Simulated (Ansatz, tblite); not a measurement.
Cost and result up the ladder for Sn₂H₃ (5 atoms). The state is a doublet with charge 0. Geometry: PBE0-D4/def2-TZVP.

```xyz
5

Sn   -0.2941   -2.1139   -0.1426
Sn    0.0752    0.6140   -0.4006
H    -0.2171   -1.8152    1.6036
H     0.1648    1.4998   -1.8788
H     0.2713    1.8152    0.8184
```

Ansatz on 4 threads of Arm Neoverse V2 on a shared host; xTB runs through tblite on one thread. Times are rough, summed over both states, and most runs start from the orbitals of an earlier one. CCSD(T)/def2-TZVPP serves as the yardstick here, not as an exact answer. The other state is a quartet at its own geometry.

In the def2 sets Sn takes a core potential; there is no spin–orbit coupling. The xTB rows come from tblite. B3LYP takes the VWN-RPA correlation. Correlated methods freeze 8 core orbitals; core or outer-core shells of Sn are correlated, in sets that lack core-valence functions. The structure comes from a short search, and lower isomers may exist.

xTB has no spin-polarisation term.

```tsv
level	functions	wall time
GFN1-xTB	24	0.004 s
GFN2-xTB	21	0.004 s
LDA (SPW92)/def2-TZVP	118	1.3 s
PBE-D4/def2-TZVP	118	2.3 s
MP2/def2-TZVP	118	2.4 s
B3LYP-D4/def2-TZVP	118	3.2 s
PBE0-D4/def2-TZVP	118	4 s
RPA@PBE/def2-TZVP	118	4.8 s
r2SCAN-D4/def2-TZVP	118	5.9 s
r2SCAN0-D4/def2-TZVP	118	6.5 s
r2SCANh-D4/def2-TZVP (with forces)	118	6.8 s
B97M-V/def2-TZVP	118	9.5 s
CCSD(T)/def2-TZVPP	142	2.5 min
```

Task: Estimate what each level gives for the quartet − doublet (eV).

Result: 
```json
{"level": "GFN1-xTB", "quartet − doublet (eV)": "3.22", "difference from CCSD(T)/def2-TZVPP (eV)": "1.95"}
{"level": "GFN2-xTB", "quartet − doublet (eV)": "2.71", "difference from CCSD(T)/def2-TZVPP (eV)": "1.44"}
{"level": "LDA (SPW92)/def2-TZVP", "quartet − doublet (eV)": "1.56", "difference from CCSD(T)/def2-TZVPP (eV)": "0.28"}
{"level": "PBE-D4/def2-TZVP", "quartet − doublet (eV)": "1.42", "difference from CCSD(T)/def2-TZVPP (eV)": "0.15"}
{"level": "MP2/def2-TZVP", "quartet − doublet (eV)": "1.31", "difference from CCSD(T)/def2-TZVPP (eV)": "0.03"}
{"level": "B3LYP-D4/def2-TZVP", "quartet − doublet (eV)": "1.48", "difference from CCSD(T)/def2-TZVPP (eV)": "0.21"}
{"level": "PBE0-D4/def2-TZVP", "quartet − doublet (eV)": "1.28", "difference from CCSD(T)/def2-TZVPP (eV)": "0.01"}
{"level": "RPA@PBE/def2-TZVP", "quartet − doublet (eV)": "1.38", "difference from CCSD(T)/def2-TZVPP (eV)": "0.11"}
{"level": "r2SCAN-D4/def2-TZVP", "quartet − doublet (eV)": "1.19", "difference from CCSD(T)/def2-TZVPP (eV)": "-0.08"}
{"level": "r2SCAN0-D4/def2-TZVP", "quartet − doublet (eV)": "1.10", "difference from CCSD(T)/def2-TZVPP (eV)": "-0.18"}
{"level": "r2SCANh-D4/def2-TZVP (with forces)", "quartet − doublet (eV)": "1.15", "difference from CCSD(T)/def2-TZVPP (eV)": "-0.12"}
{"level": "B97M-V/def2-TZVP", "quartet − doublet (eV)": "1.48", "difference from CCSD(T)/def2-TZVPP (eV)": "0.21"}
{"level": "CCSD(T)/def2-TZVPP", "quartet − doublet (eV)": "1.27", "difference from CCSD(T)/def2-TZVPP (eV)": "0.00"}
```
